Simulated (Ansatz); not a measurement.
```yaml
crystal:
  periodic: [false, false, false]
  atoms:
    - {symbol: C, position_ang: [0.872388, 0.825919, 0.774382]}
    - {symbol: C, position_ang: [-0.013715, -0.271417, 0.565530]}
    - {symbol: F, position_ang: [-0.131351, -1.098372, 1.291258]}
    - {symbol: B, position_ang: [-0.843746, -0.206815, -1.254999]}
    - {symbol: Cl, position_ang: [-1.664166, -1.953760, -1.177762]}
    - {symbol: H, position_ang: [1.405122, 0.917712, 1.635156]}
    - {symbol: H, position_ang: [1.166977, 1.535602, -0.123074]}
    - {symbol: H, position_ang: [-0.340498, 0.474390, -1.641294]}
basis:
  gaussian: {orbitals: aug-cc-pVDZ}
hamiltonian: {xc: {name: r2SCAN}, dispersion: d3bj}
```

```sh
$ ansatz run in.yaml --threads 2 --pin off --events-out ev --progress --plain --max-ram 4352MiB
```

Shortened log:

```
Warning: the engine holds no damping parameters fitted to this dispersion correction and functional, so the run takes those fitted to r2scan beside the three-body term, which d3bj leaves out (hamiltonian.dispersion, under Limitations)
Functional definition: r2SCAN
1356 factors; their error is unknown
mean field evaluation 1: about -18020.3259 eV, gradient 5.9e1 eV
mean field evaluation 2: about -17985.1693 eV, gradient 1.0e2 eV
mean field evaluation 4: about -18029.0141 eV, gradient 1.7e1 eV
mean field evaluation 8: about -18029.8580 eV, gradient 1.9e-1 eV
mean field evaluation 16: about -18029.8107 eV, gradient 1.2e-3 eV
mean field -18029.81073337 eV, -662.5833234068 hartree, gradient 3.2e-5 eV, S^2 0.000000; 0 other end points of the search recorded, 0 dependent functions left out
reference -18029.81077120 eV, -662.5833247968 hartree; 23, 23 occupied and 123, 123 virtual orbitals, 1356 factors
Total energy: -18029.85486913 eV, -662.5849453661 hartree
```

Hardware: 2 threads of an AMD EPYC 9R45 on a shared host. Wall time 1.6 s, peak host memory 0.42 GiB.
